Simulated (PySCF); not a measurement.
Lowest empty level (eV) of eight silicon and germanium compounds: PBE beside M06-2X, computed with PySCF for isolated molecules in the bases named; differences from unrounded values. The eight are the first of their class met in an unordered collection, after screening for sound electronic states; none was chosen by its value. Each molecule has one DFT geometry for both levels.

| molecule | basis | M06-2X |
|---|---|---|
| C2H5FO2Si, SMILES O=CC[Si@H](O)F | def2-TZVP | -0.40 |
| C3H7FOSi, SMILES C(=C)C[Si@@H](F)O | def2-TZVP | 0.79 |
| CH7ClOSi2, SMILES C[SiH2][Si@@H](O)Cl | def2-TZVP | 0.53 |
| 1-hydroxysiletane (C3H8OSi), SMILES O[SiH]1CCC1 | def2-TZVP | 1.12 |
| Ge(F)(SH)3 (FGeH3S3), SMILES [Ge]([SH])([SH])([F])[SH] | def2-TZVP | -0.28 |
| BFH4O3Si, SMILES OB(O)O[SiH2]F | def2-TZVP | 0.71 |
| Si(H)(F)(Br)(NH2) (BrFH₃NSi), SMILES N[SiH](F)Br | def2-TZVP | 1.17 |
| C4H9FSi, SMILES C([SiH2]/C=C\F)C | def2-TZVP | 0.46 |

Q: Estimate the PBE values and say how PBE differs from M06-2X over the set. (An estimate is asked for; the answer gives what the named calculation found.)

A: 
```csv
molecule,PBE,difference
"C2H5FO2Si, SMILES O=CC[Si@H](O)F",-2.60,-2.20
"C3H7FOSi, SMILES C(=C)C[Si@@H](F)O",-1.05,-1.83
"CH7ClOSi2, SMILES C[SiH2][Si@@H](O)Cl",-1.09,-1.62
"1-hydroxysiletane (C3H8OSi), SMILES O[SiH]1CCC1",-0.40,-1.53
"Ge(F)(SH)3 (FGeH3S3), SMILES [Ge]([SH])([SH])([F])[SH]",-2.36,-2.08
"BFH4O3Si, SMILES OB(O)O[SiH2]F",-0.77,-1.48
"Si(H)(F)(Br)(NH2) (BrFH₃NSi), SMILES N[SiH](F)Br",-0.39,-1.56
"C4H9FSi, SMILES C([SiH2]/C=C\F)C",-1.39,-1.85
```
PBE lies below M06-2X in 8 and above it in 0 of the eight; the mean signed difference is -1.77 and the largest -2.20 eV.
